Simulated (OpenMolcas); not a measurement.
**Ne²⁺: the spin-orbit constant, worked from levels**

```json
{"Program": "OpenMolcas", "Basis": "ANO-R2 [4s4p2d1f]", "Scalar Hamiltonian": "X2C, finite nucleus", "Active space": "6 electrons in 9 orbitals (RAS2 2s 2p; RAS3 3d, at most 2 electrons)", "State averaging": "2S+1 = 3 even, 3 roots; 2S+1 = 1 even, 6 roots; 2S+1 = 3 odd, 3 roots; 2S+1 = 1 odd, 3 roots", "Spin-orbit coupling": "state interaction with AMFI integrals over the reference wave functions, term energies averaged over their components"}
```

Methods: RASSCF; SS-RASPT2, IPEA 0.25 Eh, imaginary shift 0.1 Eh (closed shells correlated: 1s). Measured levels: Moore, Atomic Energy Levels, vol. I, NSRDS-NBS 35 (1971 reprint of NBS Circular 467, 1949).

**The spin-orbit constant.** For the Hund term 3P of p4, E(J) = (A/2) J(J+1) + constant and ζ = -2S·A = -2A. From J = 0 to J = 2 the energy changes by 3 A.

| Source | E(2) - E(0) | A | ζ |
| --- | --- | --- | --- |
| RASSCF | -879.0 | -293.0 | 586 |
| SS-RASPT2 | -878.9 | -293.0 | 586 |
| measured | -927.0 | -309.0 | 618 |

All in cm-1. SS-RASPT2 is off by -5.2 % and RASSCF by -5.2 %. Both methods take the spin-orbit matrix elements from the reference wave functions, so the second can move ζ only through the term energies and any multistate remixing. Second-order mixing with other terms is absorbed into this ζ.

Active for correlation alone: 3d; no level in the range computed is led by a configuration that fills it, so any true level of that kind is missing. Measured partners are found by configuration, term and J. A level has none where our copy of the source lacks it or the pairing is in doubt (some pairs that miss far off the trend of their configuration count as doubtful), and it then counts in no deviation. Only configurations of the active space appear.
